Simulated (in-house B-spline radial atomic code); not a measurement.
RPA and G0W0 for Cr II (Cr+), [Ar] 3d5, highest spin, as one setting changes: the radius of a hard wall (bohr). Start: PBE0. A dash marks a level of low quasi-particle weight. Computed with a B-spline radial code for spherical atoms: all electrons, non-relativistic, point nucleus, each spin shell either full or empty, empty states to l = 9 with an (l + 1/2)⁻⁴ tail; G0W0 by contour deformation at full frequency.

| radius of a hard wall (bohr) | mean-field level (eV) | G0W0 level (eV) | RPA correlation (Eh) |
| --- | --- | --- | --- |
| 2 | 17.969 | 3d up 9.354 | -1.4696 |
| 2.5 | ? | ? | ? |
| 3 | -5.956 | 3d up -12.194 | -1.4887 |
| 3.5 | -9.139 | 3d up -14.708 | -1.496 |
| 4 | ? | ? | ? |
| 5 | -12.154 | 3d up -16.531 | -1.505 |
| 6 | -12.570 | - | -1.5064 |
| 8 | -12.722 | - | -1.5067 |
| 12 | -12.732 | - | -1.5065 |

**Question.** What belongs in the row for 4?

**Answer.** mean-field level (eV): -10.777; G0W0 level (eV): 3d up -15.840; RPA correlation (Eh): -1.5005.

**Question.** What belongs in the row for 2.5?

**Answer.** mean-field level (eV): 0.907; G0W0 level (eV): 3d up -6.267; RPA correlation (Eh): -1.4778.
